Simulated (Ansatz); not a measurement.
Tungsten hexafluoride, 7 atoms. The species carries charge 0 and has multiplicity 1. Correlated methods include outer-core shells of W, which these sets cover unevenly. W: def2 effective core potential. Hardware: A = 2 threads of an AMD EPYC 7R13 on a shared host; B = 2 threads of an AMD EPYC 7R13 on a shared host and a share of an NVIDIA H100 80 GB. Correlated methods freeze the cores. Open-shell runs search over several starts.

Problem. How many basis functions does each run have, and how long does it take in Ansatz? RKS PBE0-D4/def2-TZVP frequencies [B]; RHF-MP2/def2-QZVPP energy [B]; UHF-MP2/def2-QZVPP energy of the cation [B]; RKS PBE0-D4/def2-SVP energy [A]; direct RPA on PBE orbitals/def2-TZVPP energy [A]; RKS PBE0-D4/def2-QZVPP energy [B]; UKS r2SCAN-D4/def2-TZVPP energy of the cation [A]; RHF-CCSD(T)/def2-SVP energy [B]; RHF-CCSD(T)/def2-TZVPP energy [B]; UKS B3LYP-D4/def2-TZVPP energy of the cation [A]; UKS PBE-D4/def2-TZVPP energy of the cation [A]; UKS PBE0-D4/def2-TZVPP energy of the cation [A]. (Estimate.)

Solution. Computed: Other jobs shared the machine, so times are rough.

| level | job | functions | wall time | peak host memory (GiB) |
| --- | --- | --- | --- | --- |
| RKS PBE0-D4/def2-SVP | energy [A] | 116 | 2.5 s | 0.28 |
| direct RPA on PBE orbitals/def2-TZVPP | energy [A] | 242 | 13 s | 0.73 |
| RHF-CCSD(T)/def2-SVP | energy [B] | 116 | 14 s | 0.78 |
| RHF-MP2/def2-QZVPP | energy [B] | 423 | 20 s | 0.9 |
| RHF-CCSD(T)/def2-TZVPP | energy [B] | 242 | 26 s | 0.83 |
| UKS PBE-D4/def2-TZVPP | energy of the cation [A] | 242 | 48 s | 0.79 |
| UHF-MP2/def2-QZVPP | energy of the cation [B] | 423 | 69 s | 0.96 |
| RKS PBE0-D4/def2-QZVPP | energy [B] | 423 | 71 s | 0.92 |
| UKS r2SCAN-D4/def2-TZVPP | energy of the cation [A] | 242 | 110 s | 0.87 |
| RKS PBE0-D4/def2-TZVP | frequencies [B] | 226 | 2.4 min | 0.87 |
| UKS PBE0-D4/def2-TZVPP | energy of the cation [A] | 242 | 2.9 min | 1.3 |
| UKS B3LYP-D4/def2-TZVPP | energy of the cation [A] | 242 | 2.9 min | 1.3 |

B3LYP here is the variant with VWN-RPA as its local correlation; programs differ in this.
